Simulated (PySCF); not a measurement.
Compound: C₆H₁₈N₂Si.
InChI=1S/C6H18N2Si/c1-5-6-8(4)9-7(2)3/h5-6,9H2,1-4H3

Torsions of this conformer, `[CH3:1][CH2:2][CH2:3][N:4]([CH3:5])[SiH2:6][N:7]([CH3:8])[CH3:9]`: C1–C2–C3–N4 56°, C2–C3–N4–C5 63°, C3–N4–Si6–N7 147°, N4–Si6–N7–C8 -53°.

The closed-shell ground state was solved at several levels (PySCF, density fitting, gas phase, non-relativistic). The structure is a single PBE0-D3(BJ)/def2-SVP conformer in the gas phase; no vibrational or solvent corrections.

| level | basis functions | total energy (Eh) | HOMO (eV) | LUMO (eV) | gap (eV) | dipole (D) |
| --- | --- | --- | --- | --- | --- | --- |
| PBE/pcSseg-1 | 250 | -637.8143 | -4.91 | 0.34 | 5.25 | 0.88 |
| PBE0/pcSseg-1 | 250 | -637.8954 | -6.19 | 1.18 | 7.37 | 0.82 |

(1) Estimate the row for CAM-B3LYP/def2-SVPD, a basis of 328 functions; the other rows only guide the guess.

(2) Over all these levels, which gives the widest orbital gap and which the narrowest?

(3) How far do the dipole and the HOMO energy spread over the levels?

## Answers

(1) Total energy -637.9830 Eh, HOMO -7.56 eV, LUMO 1.23 eV, gap 8.79 eV, dipole 0.72 D.

(2) CAM-B3LYP/def2-SVPD (range-separated hybrid) has the widest, 8.79 eV, and PBE/pcSseg-1 (GGA) the narrowest, 5.25 eV. Functional and basis both differ between the two, so the spread mixes both effects.

(3) The dipole runs from 0.72 to 0.88 D (mean 0.81 D) and the HOMO from -7.56 to -4.91 eV.
